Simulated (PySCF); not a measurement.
Polarisability and C₆ of Pb+ (lead, charge +1)

[Xe] 4f14 5d10 6s2 6p1, 2P determinant. Computed with PySCF 2.14 in aug-cc-pwCVQZ-PP with ECP60MDF (10s10p8d6f4g1h, 169 functions), with a scalar-relativistic core potential. Coupled (time-dependent) response in atomic units; α is the mean over directions.

```
method  mean α (bohr³)         α xx, yy, zz  C₆ (like pair)  S(−4)
   PBE           27.90  24.03, 35.65, 24.03           239.7  283.7
```

S(−4) is the Cauchy moment in α(ω) = α(0) + S(−4) ω² + …

Spin-orbit coupling is absent.

α(iu) at PBE:

```tsv
u (hartree)	α(iu) (bohr³)
0	27.90
0.0500	27.22
0.100	25.45
0.200	20.74
0.300	16.52
0.500	11.03
0.750	7.489
1.00	5.576
1.50	3.580
2.00	2.540
3.00	1.479
5.00	0.6727
```

A single London oscillator, α(iu) = α/(1 + u²/ω²), gives C₆ = (3/4) ω α². Matching the computed C₆ needs ω = 4 × 239.7 / (3 × 27.90²) = 0.411 hartree.

For an ion, C₆ is the dispersion term alone; charge-induced terms of lower order in 1/R come first.

The components differ because the open shell of this determinant is not spherical; for a pure term their mean is the scalar polarisability.

Energies and moments cover only the electrons outside the core potential. Spin-orbit coupling, absent here, splits the open shell strongly.
